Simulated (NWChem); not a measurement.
Species: C3H4F2; SMILES FC1(F)CC1

```xyz
9

F      0.0000    -1.0949     0.9553
C      0.0000     0.0000     0.1848
F      0.0000     1.0949     0.9553
C     -0.7671     0.0000    -1.0736
C      0.7671     0.0000    -1.0736
H     -1.2748     0.9258    -1.3553
H     -1.2748    -0.9258    -1.3553
H      1.2748     0.9258    -1.3553
H      1.2748    -0.9258    -1.3553
```
Atoms are numbered in this order, from 1.

Results from NWChem. Medium grid unless said otherwise, to which SCAN and Minnesota functionals are sensitive. Coordinates come from a PBE0/def2-SVP optimisation.

For level M05-2X/def2-SVP:

```yaml
highest occupied level (eV): -9.76
orbital gap (eV): 12.89
dipole (D): 2.15
```

What are these values for level PBE/def2-SVP?


| Quantity | Value |
|---|---|
| highest occupied level (eV) | -6.54 |
| orbital gap (eV) | 7.48 |
| dipole (D) | 1.76 |
